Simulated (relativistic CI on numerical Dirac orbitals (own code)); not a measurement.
**Ag³⁺: sensitivity of the levels to the model**

Base calculation: Dirac-Coulomb-Breit CI, KLI orbitals optimised for each configuration, model QED (radiative potential, 1s self-energy scaled to tabulated hydrogen-like ionisation energies), valence Slater integrals scaled by 0.85, P86 correlation energy added to each configuration.

Configurations in the expansion (outside the closed core [Ar] 3d10 4s2): 4p⁶4d⁸, 4p⁶4d⁷5s, 4p⁶4d⁷4f, 4p⁶4d⁷5p, 4p⁶4d⁷5d, 4p⁶4d⁷6s, 4p⁶4d⁷6p, 4p⁵4d⁹, 4p⁶4d⁶5s5p, 4p⁶4d⁷6d, 4p⁶4d⁷7s, 4p⁶4d⁷5f, 4p⁶4d⁷7p, 4p⁶4d⁷5g, 4p⁶4d⁷7d, 4p⁶4d⁶4f5s, 4p⁵4d⁸4f, 4p⁶4d⁶5s², 4p⁶4d⁵4f5s², 4p⁶4d⁵5s²5p, 4p⁶4d⁵5s²5d, 4p⁶4d⁵5s²6s, 4p⁶4d⁵5s²6p. Double excitations out of closed p, d and f shells are left out; levels of such configurations are missing from the list, as are those of other unlisted configurations, and high levels can miss mixing partners.

Variants: (1) no correlation estimate; (2) valence Slater integrals scaled by 0.75; (3) configuration mixing switched off; (4) one mean potential for all configurations. Shifts of the energy above 4p⁶4d⁸ ³F4, in cm⁻¹, for the lowest level and the first level of each name with at least 55 % of one term (blank where a level changes its place among those of its configuration and J or its character, or is not in the variant):

```tsv
Level	Base	Δ(1)	Δ(2)	Δ(3)	Δ(4)	Measured
4p⁶4d⁸ ³F4	0.0	0.0	0.0	0.0	0.0	0.0
4p⁶4d⁸ ³F3	3998.1	+0.1	+2.2	-5.9	-75.4	4172.5
4p⁶4d⁸ ³F2	5786.5	0.0	-198.2	-24.6	-88.8	5829.6
4p⁶4d⁸ ³P1	17105.2	-12.3	-1550.6	+193.4	-151.5	15899.8
4p⁶4d⁸ ³P0	17329.9	-11.7	-1647.9	+173.9	-147.9	16092.4
4p⁶4d⁸ ¹G4	20917.9	-1.6	-2044.1	+16.8	-131.4	20570.0
4p⁶4d⁸ ¹S0	48952.4	+7.9	-5265.0	-721.9	-375.3	47138.6
4p⁶4d⁷5s ⁵F5	102562.1	-4900.1	+1184.3	-1954.1	+72.4	96396.7
4p⁶4d⁷5s ⁵F4	105234.3	-4900.3	+1172.5	-1945.7	+106.5	99147.1
4p⁶4d⁷5s ⁵F3	107267.9	-4900.2	+1179.5	-1947.9	+127.1	101260.5
4p⁶4d⁷5s ⁵F2	108603.4	-4900.2	+1145.0	-1947.1	+137.5	102632.7
4p⁶4d⁷5s ⁵F1	109424.1	-4900.3	+1115.2	-1945.7	+143.2	103471.6
4p⁶4d⁷5s ³F4	113817.6	-4906.1	-87.2	-1612.7	+269.8	107022.3
4p⁶4d⁷5s ³F3	117227.0	-4906.2	-175.5	-1623.5	+268.1	
4p⁶4d⁷5s ⁵P2	118214.5	-4902.0	-526.9	-1770.1	+52.3	110779.0
4p⁶4d⁷5s ⁵P3	118234.1	-4904.7	-286.0	-1707.5	+90.9	111004.7
4p⁶4d⁷5s ³F2	119411.8	-4906.2	-183.7	-1612.0	+314.4	112688.9
4p⁶4d⁷5s ⁵P1	119990.0	-4902.8	-461.8	-1754.4	+66.5	112611.7
4p⁶4d⁷5s ³G5	121573.7	-4901.8	-811.2	-1862.8	+78.2	115550.4
4p⁶4d⁷5s ³G4	122852.3	-4902.0	-873.9	-1841.8	+101.2	116806.0
4p⁶4d⁷5s ³G3	125026.5	-4902.0	-806.5	-1854.9	+123.4	119119.2
4p⁶4d⁷5s ³P2	125951.2	-4901.7	-1276.1	-1773.6	+106.0
```

Correlation outside the listed configurations is missing or only estimated: errors of thousands of cm⁻¹ between configurations and terms are usual at this charge. Rates and lifetimes follow the computed energies and can be off by large factors. The fine structure of a lone outer electron comes out too small, for d and f at times inverted, and misplaced configurations move strength between like terms. 37 of the 69 excited levels that our extract of the measured tables holds in this range could be paired (the sources list more); they are missed by 5293 cm⁻¹ on average and 7886 at most, and levels without a partner can miss by more. Some levels of the ground configuration have no partner and can miss by 10 % or more.

Measured levels: measured levels as listed in Gamrath, thesis, University of Mons (2023).

Ionisation energy from the two ground configurations alone: base 50.09 eV; no correlation estimate 48.7 eV; valence Slater integrals scaled by 0.75 50.23 eV. The NIST ASD value (theoretical) is 49 eV. The gap of more than 2 % comes from missing correlation, or from a tabulated value that is itself an estimate.

LS names give the leading component of a level, which can be under half, so a name can repeat, a term be missing and a line seem to break the LS rules.
